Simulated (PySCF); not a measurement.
**Correlation energy of P (phosphorus, neutral)**

[Ne] 3s1 3p4, high-spin 4P determinant (an excited configuration). All numbers are calculated (PySCF 2.14, the spin-free X2C one-electron Hamiltonian (Gaussian nucleus), in dyall-acv3z). Frozen: [Ne]; 5 electrons correlated; the 26 highest virtual orbitals of each spin left out.

MP2 pair energies summed by pair of shells (mhartree):

| pair | energy | share (%) |
| --- | --- | --- |
| 3p-3p | -69.91 | 86.4 |
| 3s-3p | -11.05 | 13.6 |

Total MP2 correlation energy: -80.97 mhartree.

Same-spin part -23.56 and opposite-spin part -57.41 mhartree; SCS-MP2 scales them by 1/3 and 6/5 to -76.74 mhartree.
